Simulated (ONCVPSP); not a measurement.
## What one change does to a pseudopotential (mercury (Hg), ONCV)

| Item | Value |
| --- | --- |
| Element | mercury (Hg) |
| Generator | ONCVPSP 4.0.1 |
| Type | optimised norm-conserving Vanderbilt (ONCV) |
| Functional | LDA (Perdew-Wang 92) |
| Relativity | scalar-relativistic |
| Frozen core | [Kr] 4d10 4f14 |
| Valence charge | 20 |
| Reference configuration | 5s2 5p6 5d10 6s1.75 6p0.25 |
| Partial waves | 5s+6s: rc 1.35 bohr, ncon 3, nbas 7, qcut 6.7 1/bohr, 2 projectors; 5p+6p: rc 1.90 bohr, ncon 4, nbas 7, qcut 6.9 1/bohr, 2 projectors; 5d: rc 1.25 bohr, ncon 3, nbas 7, qcut 8.2 1/bohr, 1 projector |
| Local potential | polynomial inside 0.95 bohr (lpopt 5, dvloc0 0 Ha) |
| Core correction | Teter function, fcfact 2, rcfact 1.5 |

All-electron outer shells of the reference configuration (LDA (PZ), scalar-relativistic, ld1.x):

```json
{"shell": "4d", "level (eV)": "-349.29", "outermost node (bohr)": "0.20", "outermost maximum (bohr)": "0.40"}
{"shell": "5s", "level (eV)": "-119.16", "outermost node (bohr)": "0.47", "outermost maximum (bohr)": "0.82"}
{"shell": "4f", "level (eV)": "-96.93", "outermost node (bohr)": "–", "outermost maximum (bohr)": "0.37"}
{"shell": "5p", "level (eV)": "-67.36", "outermost node (bohr)": "0.51", "outermost maximum (bohr)": "0.92"}
{"shell": "5d", "level (eV)": "-10.64", "outermost node (bohr)": "0.55", "outermost maximum (bohr)": "1.17"}
{"shell": "6s", "level (eV)": "-7.57", "outermost node (bohr)": "1.08", "outermost maximum (bohr)": "2.18"}
{"shell": "6p", "level (eV)": "-1.53", "outermost node (bohr)": "1.27", "outermost maximum (bohr)": "3.22"}
```

Change: all radii but the core radius scaled by about 1.28 (s 1.72, p 2.42, d 1.60 bohr); local potential polynomial inside 1.22 bohr (lpopt 5, dvloc0 0 Ha).

Cutoffs: the cutoffs (Ha) at which the residual kinetic energy of the hardest occupied pseudo-wave falls to 1 and 0.1 mHa per electron; they do not see the model core or the augmentation charge, which bear on the density cutoff. Errors are all-electron minus pseudo energies relative to the spin-unpolarised reference configuration.

Question: How do hardness, ghosts and transferability respond?

Answer: The potential gets neither clearly harder nor softer (22 Ha and 77 Ha → 22 Ha and 27 Ha); a bound ghost appears in p, which as a rule spoils a file; the lowest positive-energy flag moves from s at 32.9 eV to s at 135.5 eV; of the 3 tests that both files solve, the error grows in 0 and shrinks in 1 by more than 15 % and 0.3 meV (median size 1.0 → 0.3 meV).

```tsv
quantity	base	changed
cutoff, loose	22 Ha	22 Ha
cutoff, tight	77 Ha	27 Ha
loose cutoff by channel	s 21 Ha, p 17 Ha, d 22 Ha	s 14 Ha, p 15 Ha, d 22 Ha
bound ghosts	none	p
GHOST(+) flags under 300 eV	s at 32.9 eV	s at 135.5 eV
tests with a reliable result	3 of 4	3 of 4
error for 5s2 5p6 5d10 6s2 6p0, meV [ΔE -1.50 eV]	+0.3	+0.3
error for 5s2 5p6 5d10 6s1 6p0, meV [ΔE 9.55 eV]	-4.0	-4.4
error for 5s2 5p6 5d9 6s2 6p1, meV [ΔE 8.87 eV]	+1.0	-0.1
rms error of d²Exc/dni dnj with the model core, mHa	1.60	2.18
```

 A true bound ghost makes a file unfit for plane-wave use even where its test errors are small: the radial tests pick states by their node count and pass the ghost by.
